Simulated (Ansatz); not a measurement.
SiHMe2(SiH3) (C₂H₁₀Si₂). The state is a singlet with charge 0. Geometry PBE-D4/def2-SVP, basis def2-TZVP, Ansatz.

```xyz
14

Si    0.0147    0.0293    0.5723
H     0.4642   -0.0666    2.0115
C    -0.3493    1.8431    0.1549
H     0.5455    2.4787    0.3131
H    -1.1660    2.2356    0.7953
H    -0.6618    1.9487   -0.9041
C    -1.5304   -1.0440    0.3340
H    -1.3286   -2.1002    0.6045
H    -1.8711   -1.0193   -0.7212
H    -2.3618   -0.6795    0.9721
Si    1.7635   -0.7699   -0.7907
H     3.0452   -0.0126   -0.5508
H     1.4029   -0.6105   -2.2478
H     2.0331   -2.2328   -0.5432
```

```
run  HOMO (eV)  LUMO (eV)
  A      -6.70      -0.63
  B      -7.75       0.35
  C      -6.88      -0.15
  D      -9.80       1.93
  E      -6.64      -0.46
  F      -7.57       0.14
```

B3LYP takes the VWN-RPA correlation.

**Question.** The runs used B3LYP, LDA (SPW92), PBE, PBE0, r2SCAN, ωB97M-V. Estimate which is which.

**Answer.** A LDA (SPW92) (0 % exact exchange); B PBE0 (25 % exact exchange); C r2SCAN (0 % exact exchange); D ωB97M-V (range-separated); E PBE (0 % exact exchange); F B3LYP (20 % exact exchange). Exact exchange lowers occupied and raises empty levels; among semilocal functionals meta-GGAs tend to open the gap a little, and such runs are hard to tell apart. The gap grows from 6.07 eV (LDA (SPW92)) to 11.72 eV (ωB97M-V).
